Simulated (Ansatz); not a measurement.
The same path of BrGaH$_{4}$ (6 atoms, charge 0, multiplicity 1) was run twice with different band settings. Lost on the way: Ga1–H2, Br5–H6. Made: Ga1–Br5, H2–H6.

The calculation used RKS PBE0-D4/def2-SVP in Ansatz.

Relaxed end points:

```xyz
6
Properties=species:S:1:pos:R:3
Ga 0.001 0.201 -0.004
H -0.006 0.741 1.477
H 1.362 0.106 -0.784
H -1.362 0.029 -0.768
Br 0.083 -2.526 0.969
H 0.079 -2.095 2.327
```

```xyz
6
Properties=species:S:1:pos:R:3
Ga 0.022 -0.600 -0.266
H 0.009 0.295 2.056
H 1.409 0.086 -0.450
H -1.404 0.008 -0.434
Br 0.088 -2.872 0.138
H 0.032 -0.461 2.172
```

Common settings: movable images 7; spring 5.0 eV/Å²; start path through a guess of the saddle point; force threshold 0.03 eV/Å; iteration limit 60; end points relaxed.

| run | climbing image | optimiser |
| --- | --- | --- |
| 1 | yes | quadratic models (default) |
| 2 | from the first iteration | lbfgs |

Task: What does each run give, and how far can it be trusted?

Result: Run 1: converged after 8 iterations, highest image 0.159 eV above the first end. A vibrational analysis at the climbing image gives one clearly imaginary mode, 550i cm⁻¹: a first-order saddle point.
Run 2: converged after 54 iterations, highest image 0.159 eV above the first end. Another band between the same ends (7 images) ends at a top of the same energy, where a vibrational analysis finds 1 clearly imaginary mode.
The orbitals stay closed-shell, which can raise the energy where a bond breaks towards radicals; this wasn't checked here.
